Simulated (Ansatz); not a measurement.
Born–Oppenheimer molecular dynamics of CH₅OSb (8 atoms, charge 0, multiplicity 1). It starts from a relaxed structure.

The calculation used RKS B3LYP-D4/def2-SVP (Ansatz).

* ensemble: NVT, Nosé–Hoover chain
* time step: 1 fs
* steps asked: 100
* set temperature: 100 K
* thermostat: time constant 100 fs, chain length 3 (defaults)
* seed: 480672

First frame:

```xyz
8
Properties=species:S:1:pos:R:3
O -1.315 0.879 -0.589
C -0.070 0.771 0.050
Sb 1.096 -0.974 -0.741
H -1.871 0.144 -0.296
H -0.144 0.685 1.149
H 0.505 1.679 -0.184
H -0.120 -2.058 -0.157
H 2.011 -1.183 0.712
```

(1) How far do the bonds stretch over the last three quarters of this one trajectory? (Pairs bonded in most of those frames.)

Answers

(1) 
```
  bond  mean (Å)  spread (Å)  shortest  longest
 O1–C2     1.403       0.015      1.38     1.43
 O1–H4     0.966       0.004      0.96     0.97
C2–Sb3     2.250       0.010      2.23     2.27
 C2–H5     1.105       0.004      1.10     1.11
 C2–H6     1.100       0.005      1.09     1.11
Sb3–H7     1.732       0.029      1.69     1.77
Sb3–H8     1.736       0.045      1.67     1.80
```

Mean temperature of the second half: 57 K. The conserved energy stayed within 0.22 meV per atom of its start (net change 0.19 meV per atom), so the integration is sound. The mean temperature of the second half is 43 % below the set value. A run of 0.1 ps of so small a system gives no equilibrium averages.

The run took 3.3 min on 1 thread of Arm Neoverse V2, with other jobs on the host, peak memory 0.14 GiB.
